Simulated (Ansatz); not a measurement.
An input meant for `[Cu][S]c1ccc(C#Cc2ccc(C#Cc3ccccc3)cc2)cc1` (charge 0, singlet).

```yaml
crystal:
  periodic: [false, false, false]
  atoms:
    - {symbol: Cu, position_ang: [10.315086, 1.346004, -1.289688]}
    - {symbol: S, position_ang: [9.786429, -0.571602, -0.536022]}
    - {symbol: C, position_ang: [8.025234, -0.398539, -0.434414]}
    - {symbol: C, position_ang: [7.225915, -1.556593, -0.594906]}
    - {symbol: C, position_ang: [5.837124, -1.491007, -0.481170]}
    - {symbol: C, position_ang: [5.180967, -0.260866, -0.211219]}
    - {symbol: C, position_ang: [3.766623, -0.190920, -0.116716]}
    - {symbol: C, position_ang: [2.535864, -0.136832, -0.038135]}
    - {symbol: C, position_ang: [1.120228, -0.080558, 0.039863]}
    - {symbol: C, position_ang: [0.453378, 1.118553, 0.413105]}
    - {symbol: C, position_ang: [-0.936581, 1.173238, 0.479437]}
    - {symbol: C, position_ang: [-1.727317, 0.032774, 0.172484]}
    - {symbol: C, position_ang: [-3.145131, 0.090508, 0.227424]}
    - {symbol: C, position_ang: [-4.377094, 0.140389, 0.260975]}
    - {symbol: C, position_ang: [-5.798424, 0.196250, 0.293733]}
    - {symbol: C, position_ang: [-6.575766, -0.932902, -0.076888]}
    - {symbol: C, position_ang: [-7.972970, -0.871818, -0.048268]}
    - {symbol: C, position_ang: [-8.624866, 0.307661, 0.349624]}
    - {symbol: C, position_ang: [-7.866788, 1.431154, 0.720673]}
    - {symbol: C, position_ang: [-6.468992, 1.381873, 0.694773]}
    - {symbol: C, position_ang: [-1.061212, -1.166769, -0.198697]}
    - {symbol: C, position_ang: [0.328529, -1.222325, -0.263176]}
    - {symbol: C, position_ang: [5.986033, 0.898849, -0.046413]}
    - {symbol: C, position_ang: [7.373780, 0.826084, -0.146895]}
    - {symbol: H, position_ang: [7.713248, -2.516822, -0.820282]}
    - {symbol: H, position_ang: [5.232458, -2.400331, -0.612365]}
    - {symbol: H, position_ang: [1.053037, 2.008804, 0.651872]}
    - {symbol: H, position_ang: [-1.439238, 2.107064, 0.770235]}
    - {symbol: H, position_ang: [-6.062260, -1.854040, -0.388450]}
    - {symbol: H, position_ang: [-8.561773, -1.754967, -0.339941]}
    - {symbol: H, position_ang: [-9.724311, 0.351316, 0.370490]}
    - {symbol: H, position_ang: [-8.372276, 2.357713, 1.033062]}
    - {symbol: H, position_ang: [-5.872675, 2.259324, 0.984264]}
    - {symbol: H, position_ang: [-1.661107, -2.056955, -0.437253]}
    - {symbol: H, position_ang: [0.831207, -2.156306, -0.553193]}
    - {symbol: H, position_ang: [5.498804, 1.861714, 0.165931]}
    - {symbol: H, position_ang: [7.984837, 1.730880, 0.006157]}
basis:
  gaussian: {orbitals: "6-31G*", fitting: {mean_field: cc-pVTZ-jkfit}}
hamiltonian: {xc: {name: PBE-QIDH}}
scf: {omitted_lower_state_checks: [starts]}
output: {forces: true}
```

```sh
$ ansatz run in.yaml --threads 2 --pin off --events-out ev --progress --plain --max-ram 32768MiB --backend cuda --devices 0, --max-vram 18GiB
```

Shortened log:

```
Functional definition: PBE-QIDH
Error: [file] the basis set cc-pVTZ-JKFIT has no functions for Cu
```

It took 1.1 s on 2 threads of AMD EPYC 7R13 on a shared host and a share (18 GiB) of an NVIDIA H100 80GB HBM3, peak host memory 0.73 GiB.

The 6-31G sets use Cartesian d functions. The restricted singlet is unstable towards broken spin symmetry in Hartree–Fock (as tested in another run); at RKS PBE-QIDH/6-31G* this wasn't settled.
